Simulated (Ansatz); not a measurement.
`CC(F)C(F)(F)F` → `FCC(F)(F)F` + `[CH2]` (triplet) at 700 K and 1 bar (formal loss of a carbene).

Calculated with Ansatz (gas phase, PBE0-D4/def2-TZVP geometries, no zero-point term in ΔE). CCSD(T)/CBS is the MP2 limit (def2-TZVPP, def2-QZVPP) plus CCSD(T) − MP2 in def2-TZVPP, frozen cores. This one scheme is used for every species. Triplets are unrestricted, without spin–orbit coupling.

| species | CCSD(T)/CBS energy (Eh) | H − E (kJ/mol) | S (J/(mol·K)) |
| --- | --- | --- | --- |
| `CC(F)C(F)(F)F` | -515.74039 | 272.7 | 464.8 |
| `FCC(F)(F)F` | -476.47126 | 181.8 | 408.9 |
| `[CH2]` (triplet) | -39.09499 | 70.4 | 226.8 |

H − E and S are ideal-gas, rigid-rotor, harmonic terms from PBE0-D4/def2-TZVP, for one conformer and one mirror image of each species, with the whole ground term of open shells counted as degenerate. 1 Eh = 2625.50 kJ/mol, R = 8.31446 J/(mol·K).

By hand: ΔE, ΔH, ΔS and ΔG.

ΔE = (-476.47126) + (-39.09499) − (-515.74039) = 0.17414 Eh = 457.2 kJ/mol. Δ(H − E) = 181.8 + 70.4 − 272.7 = -20.5, so ΔH = 436.7 kJ/mol. ΔS = 408.9 + 226.8 − 464.8 = 170.9 J/(mol·K). ΔG = 436.7 − 700 × (170.9)/1000 = 317.1 kJ/mol.

By hand: the equilibrium constant, and the temperature at which ΔG would vanish if ΔH and ΔS stayed fixed.

log₁₀ K = −ΔG/(RT ln 10) = -23.7. ΔG = 0 at ΔH/ΔS = 2555 K, far beyond where these terms or the molecules hold.

The number of gas molecules changes by +1, which sets the sign of ΔS. A doubt of 5 kJ/mol in ΔE shifts log₁₀ K by 0.4 here. Other conformers and mirror images would add mixing entropy, several J/(mol·K) or more a flexible species. A triplet takes part, so the spin changes. These are equilibria of isolated gas molecules and say nothing of rates. Largest T1 diagnostic: 0.011 (customary marks: 0.02 for closed shells, 0.045 for open ones).
